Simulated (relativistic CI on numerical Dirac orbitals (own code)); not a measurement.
## Sensitivity of the levels of Ce XXXIII to α and to the nuclear radius

These numbers are calculated, not measured: Dirac-Coulomb-Breit CI, KLI orbitals optimised for each configuration, derivatives by finite differences, unscaled Slater integrals, QED left out (own radial code, finite nucleus).

Configurations in the expansion (outside the closed core [Ne]): 3s2.3p6.3d8, 3s2.3p5.3d9, 3s2.3p4.3d10, 3s.3p6.3d9, 3p6.3d10, 3s.3p5.3d10, 3s2.3p6.3d7.4s, 3s2.3p6.3d7.4p. Levels of other configurations are missing.

With x = (α/α₀)² − 1 an excitation energy changes as ω = ω₀ + qx; K = 2q/ω₀ is the relative enhancement. Terms are leading LS components, so labels can repeat. The field-shift factor is F = δν/δ⟨r²⟩ for the transition from the lowest level.

Lowest level 3s2.3p6.3d8 3F_4.

```tsv
Level	ω₀ (cm⁻¹)	q (cm⁻¹)	F (GHz/fm²)
3s2.3p6.3d8 1D_2	52245	-38.87	-0.00273
3s2.3p6.3d8 3F_3	149214	157600	1.83
3s2.3p6.3d8 3P_0	150594	21800	0.547
3s2.3p6.3d8 3P_2	200972	162600	1.98
3s2.3p6.3d8 3P_1	231932	161400	2.05
3s2.3p6.3d8 1G_4	242849	150100	2.02
3s2.3p6.3d8 3F_2	339621	313100	3.61
3s2.3p6.3d8 1S_0	486973	303000	3.88
3s2.3p5.3d9 3F°_4	2224592	208300	8.94
3s2.3p5.3d9 1D°_2	2278591	221100	8.84
3s2.3p5.3d9 3D°_3	2362561	244900	9.57
3s2.3p5.3d9 3P°_1	2430730	240600	7.44
3s2.3p5.3d9 3D°_2	2473958	365800	10.7
3s2.3p5.3d9 3P°_0	2507930	375500	10.5
3s2.3p5.3d9 3F°_3	2527875	376000	8.61
3s2.3p5.3d9 3D°_1	2532682	357600	9.87
3s2.3p5.3d9 3P°_2	3092067	1.064e+06	-30.2
3s2.3p5.3d9 3F°_2	3150519	1.217e+06	-27.7
3s2.3p5.3d9 1F°_3	3159408	1.029e+06	-27.4
3s2.3p5.3d9 3D°_1	3339300	1.227e+06	-30
3s.3p6.3d9 3D_3	4360141	1.201e+06	-1250
3s.3p6.3d9 3D_2	4383164	1.14e+06	-1130
3s.3p6.3d9 3D_2	4515948	1.166e+06	-972
```

At this charge energies of transitions that change n are usually good to better than 1 %, and those within a shell (Δn = 0) to a few per cent. Terms inside the open d or f shell come out 10 to 20 % too wide with unscaled integrals.

Which transition from the lowest level has the largest |K|?

3s2.3p6.3d8 3F_3 at 149214 cm⁻¹, K = 2.11.
